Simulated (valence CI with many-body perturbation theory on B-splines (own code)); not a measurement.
# Run record, Cr XI

Calculated by relativistic CI+MBPT: four valence electrons over a frozen Dirac-Fock core [Ne], radial functions for each j: 6 s, 6 p, 5 d, 3 f, 1 g, with the one-electron correlation potential Σ1 (screened to all orders), the two-electron term Σ2, the three-electron term Σ3, Breit, model QED; selected single and double excitations, second order for the rest, scaled by the run's own slope (own B-spline code, finite nucleus).

Command, and the settings that its task file holds:

```sh
python run_cv.py task.json out
```

```
atom Cr  Z=24  mass_number=52  rms_radius_fm=3.6452
core [Ne]
valence 3s2 3p2
avg = 1
basis = S
breit = 1
cap = 10000
capref = 1200
cscale = 1
de = 0.0
dress = 0
eps = 2e-08
extrap = 1
h = 0.27
hh = 1
l2 = 3
lcore = 6
maxit = 60
n2 = 5
natural = 1
nlev = 21
nno = [3, 3, 3, 2, 1]
nroot = 26
nsp = [3, 3, 2, 1, 0]
pt2 = 1
qed = 1
rpa = 1
s1 = 1
s2 = 1
s3 = 1
screen = 1
tol = 0.03
whole = 1
```

It took 10 s on 1 thread of Arm Neoverse V2, with other jobs on the host.

Log. The first blocks belong to the next ion, which gives the ionisation energy. Fields: 2J, parity (1 odd), roots, reference size, generating configurations, candidates as configurations/state functions, variational space P, stored matrix elements, Davidson steps; e2 is the range of second-order energies in hartree. The first line gives the box (bohr), its intervals, the orbitals and the steps of their self-consistent field. Window is the range of levels sought, series limit the energy at which the first omitted orbital would enter, core excitation an estimate of the first excitation out of the core, left out the lowest levels not solved, and shifts from estimates the range by which levels moved from their first estimate, all in cm⁻¹.

```
rmax 7.7 intervals 62 orbitals 36 references ['3s2 3p2', '3s 3p3', '3s2 3p 3d', '3p4', '3s 3p2 3d'] scf 6 t 0.8
2J=1 par=1 roots 2 ref 37 generators 10 cand 670/962 P 700/999 nnz 0 it 0
2J=1 par=1 roots 2 ref 37 generators 14 cand 568/869 P 1268/1868 nnz 0 it 2
   second order: generators 33 cand 1678/2459 e2 -0.00001 -0.00000
2J=3 par=1 roots 2 ref 57 generators 11 cand 508/934 P 545/991 nnz 0 it 0
2J=3 par=1 roots 2 ref 57 generators 22 cand 791/1735 P 1336/2726 nnz 1.1e+06 it 2
   second order: generators 44 cand 1994/4027 e2 -0.00001 -0.00001
reference levels 432, estimated 51, window 429207 1/cm; series limit 1596789, core excitation 4688273
2J=0 par=0 roots 3 ref 27 generators 13 cand 469/905 P 2187/3462 nnz 9.8e+05 it 1
2J=0 par=0 roots 3 ref 27 generators 21 cand 706/1331 P 2893/4793 nnz 1.8e+06 it 2
   second order: generators 40 cand 6406/12588 e2 -0.00003 -0.00002
2J=2 par=0 roots 2 ref 45 generators 11 cand 347/995 P 1202/3504 nnz 1.6e+06 it 1
2J=2 par=0 roots 2 ref 45 generators 14 cand 1379/6116 P 2581/9620 nnz 8.5e+06 it 2
   second order: generators 29 cand 6369/29799 e2 -0.00004 -0.00003
2J=4 par=0 roots 3 ref 63 generators 14 cand 319/1001 P 1126/3557 nnz 1.6e+06 it 1
2J=4 par=0 roots 3 ref 63 generators 25 cand 1278/6366 P 2404/9923 nnz 8.9e+06 it 2
   second order: generators 38 cand 6306/43087 e2 -0.00015 -0.00005
2J=4 par=1 roots 8 ref 58 generators 19 cand 237/1012 P 1044/3559 nnz 1.6e+06 it 1
2J=4 par=1 roots 8 ref 58 generators 34 cand 1379/6404 P 2423/9963 nnz 9.1e+06 it 2
   second order: generators 66 cand 10218/67614 e2 -0.00027 -0.00003
2J=2 par=1 roots 7 ref 53 generators 18 cand 304/996 P 1267/3544 nnz 1.4e+06 it 1
2J=2 par=1 roots 7 ref 53 generators 37 cand 1556/6457 P 2823/10001 nnz 8.6e+06 it 2
   second order: generators 60 cand 9275/45197 e2 -0.00012 -0.00003
2J=6 par=1 roots 4 ref 43 generators 16 cand 244/991 P 1070/3508 nnz 1.6e+06 it 1
2J=6 par=1 roots 4 ref 43 generators 30 cand 1277/6446 P 2347/9954 nnz 9.4e+06 it 2
   second order: generators 48 cand 7882/59880 e2 -0.00026 -0.00007
2J=0 par=1 roots 2 ref 21 generators 9 cand 559/1006 P 2216/3522 nnz 1.1e+06 it 1
2J=0 par=1 roots 2 ref 21 generators 17 cand 885/1489 P 3101/5011 nnz 1.8e+06 it 2
   second order: generators 32 cand 7173/14611 e2 -0.00003 -0.00002
2J=8 par=1 roots 1 ref 23 generators 6 cand 348/1404 P 1279/4947 nnz 3e+06 it 1
2J=8 par=1 roots 1 ref 23 generators 13 cand 1031/4572 P 2310/9519 nnz 8.7e+06 it 2
   second order: generators 22 cand 5864/43270 e2 -0.00007 -0.00007
left out: unestimated 640380, estimated 532181, shifts from estimates -12 to 20
operators 0.4
```

The Davidson iterations converged. The settings are bad on purpose, so the numbers may not be properties of the ion.

No measured levels were compared; by estimate levels of excited configurations hold to 0.05 to 0.15 % of their energy, terms of the ground configuration to about 0.5 %.

| Item | Value |
| --- | --- |
| Valence energy | -48.01142 hartree |
| Ionisation energy | 269.81 eV (NIST: 270.8 ± 0.5 eV (semi-empirical)) |
| Reference configurations for the orbitals | 3s2 3p2, 3s 3p3, 3s2 3p 3d, 3p4, 3s 3p2 3d |
| Radial orbitals | 36 |
| Box radius | 7.662 bohr |
| Largest variational space | 10001 |
| Lowest levels | 3s²3p² ³P_0 0, 3s²3p² ³P_1 5530, 3s²3p² ³P_2 12004, 3s²3p² ¹D_2 37269, 3s²3p² ¹S_0 75450, 3s3p³ ⁵S°_2 177940, 3s3p³ ³D°_1 242340, 3s3p³ ³D°_2 242450, 3s3p³ ³D°_3 243920, 3s3p³ ³P°_0 278270, 3s3p³ ³P°_1 278600, 3s3p³ ³P°_2 278890, 3s3p³ ¹D°_2 306650, 3s3p³ ³S°_1 357050 cm⁻¹ |

Names give the largest LS component (configuration and term), which can be under half, so a name can repeat, a term be missing and a line seem to break the LS rules; names also repeat where a configuration has a term twice.
